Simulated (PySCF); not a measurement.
Calculation: B3LYP-D3(BJ)/def2-TZVP // PBE-D3(BJ)/def2-SVP run with PySCF. Gas-phase values, no solvent. B3LYP has the VWN-RPA correlation part, as in Gaussian. 

Reference species: [Zn(CH3)(Br)] (neutral, multiplicity 1).

The HOMO comes out as -7.87 eV and the charge on the central atom (Mulliken) comes out as 0.42 e.

Changed species: [Zn(Br)2] (2 of 2 CH3 replaced by Br; the reference has 1 of 2 CH3 replaced by Br).

Problem. Give the shifts of the HOMO and charge on the central atom (Mulliken).

Solution. the HOMO falls by 0.43 eV, to -8.30 eV; the charge on the central atom (Mulliken) rises by 0.09 e, to 0.51 e.
